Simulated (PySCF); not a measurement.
## Relaxation of quintet IrN(OH)₂

Level of theory: UPBE0 in PySCF with Ir def2-SVP with ECP60, N def2-SVP, O def2-SVP, H def2-SVP; scalar-relativistic core potentials, no spin–orbit coupling; density-fitted integrals. A (50,194) grid was used.

A hand-made trigonal planar (heavy-atom frame) start, of Cs symmetry, held to at least that symmetry:

Coordinates in bohr (charge 0 multiplicity 5):
```
Ir    0.0594   -0.0058    0.0000
N     3.3664   -0.0058    0.0000
O    -1.6886    3.0217    0.0000
O    -1.6886   -3.0333    0.0000
H    -1.0682    4.7266    0.0000
H    -3.4752   -3.3484    0.0000
```

Optimiser trace:
```tsv
step	E − E(last) (kJ/mol)	largest gradient (Eh/bohr)
0	63.23	0.07281
1	22.79	0.03151
2	13.60	0.00622
3	8.30	0.01208
4	5.20	0.01115
5	2.34	0.00547
6	1.38	0.00632
7	0.56	0.00418
8	0.19	0.00297
9	0.12	0.00401
10	0.06	0.00076
11	0.03	0.00049
12	0.00	0.00028
13	0.00	0.00023
```

It ends at Cs with Ir–N 1.729 Å, Ir–O 1.959 Å, Ir–O 1.965 Å, O–H 0.965 Å, O–H 0.972 Å; H–O–Ir 112.5°, H–O–Ir 117.8°, N–Ir–O 130.0°, N–Ir–O 135.2°, O–Ir–O 94.9° (after a last refinement on a finer grid). A frequency run shows 1 imaginary mode, down to 171i cm⁻¹, so it is a saddle point. Other isomers or separated fragments may lie lower.

Final geometry:
```xyz
6
charge 0 multiplicity 5, angstrom
Ir    0.0915    0.0054    0.0000
N     1.8209    0.0114    0.0000
O    -1.3031    1.3808    0.0000
O    -1.1652   -1.5056    0.0000
H    -1.0236    2.3049    0.0000
H    -2.0938   -1.2175    0.0000
```

With open d or f shells other occupations or spin states may lie lower. No spin–orbit coupling is included, which matters more the heavier the element.

The relaxation took 39 s on 2 threads of a shared Arm Neoverse V2 host, with 84 basis functions and 14 gradients; the process peaked at 0.73 GiB.
